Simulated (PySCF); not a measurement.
FS, SMILES [S]F (connectivity only; charge and spin as stated), charge -1, multiplicity 1.

Geometry: PBE-D3(BJ)/def2-TZVPD. The spin state was assumed, not searched.

The numbers are results of PBE/def2-TZVPD run with PySCF, not measurements.

 A positive occupied level means that this level leaves the electron formally unbound; only the finite basis holds it.

```yaml
total_energy: -497.84242 hartree
point_group: C∞v
highest_occupied_level: 1.01 eV
lowest_empty_level: 3.16 eV
orbital_gap: 2.14 eV
dipole_moment_about_the_centre_of_nuclear_charge: 1.33 D
mean_static_polarisability: 47.9 bohr³ (7.10 Å³)
polarisability_principal_values: 41.4, 51.2, 51.2 bohr³
```
